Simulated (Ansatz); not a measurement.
Start from `CBCC#CC` and change one atom or group to get `CC#CC[SiH3]`.

Ansatz, PBE0-D4/def2-TZVP geometries, multiplicity 1. Each molecule was computed in one conformer, which needn't be the lowest.

```csv
property,`CBCC#CC`
HOMO energy (ωB97M-V/def2-TZVPP) / eV,-9.37
HOMO–LUMO gap (PBE/def2-TZVPP) / eV,4.69
HOMO–LUMO gap (ωB97M-V/def2-TZVPP) / eV,10.90
HOMO–LUMO gap (PBE0/def2-TZVPP) / eV,6.79
size of the dipole moment (PBE/def2-TZVPP) / D,1.11
HOMO energy (PBE/def2-TZVPP) / eV,-6.09
```

(1) What does the change do to each property? (An estimate is asked.)

Answers

(1) Ansatz gave: 
| property | `CC#CC[SiH3]` | shift |
| --- | --- | --- |
| HOMO energy (ωB97M-V/def2-TZVPP) / eV | -9.16 | 0.21 |
| HOMO–LUMO gap (PBE/def2-TZVPP) / eV | 5.63 | 0.94 |
| HOMO–LUMO gap (ωB97M-V/def2-TZVPP) / eV | 11.26 | 0.36 |
| HOMO–LUMO gap (PBE0/def2-TZVPP) / eV | 7.58 | 0.79 |
| size of the dipole moment (PBE/def2-TZVPP) / D | 0.61 | -0.50 |
| HOMO energy (PBE/def2-TZVPP) / eV | -5.82 | 0.27 |

With PBE0 the HOMO rises by 0.24 eV and the LUMO rises by 1.03 eV, so the gap widens by about 0.79 eV. PBE moves the HOMO by 0.27 eV and ωB97M-V by 0.21 eV. Dipoles are sizes alone; their direction can turn.
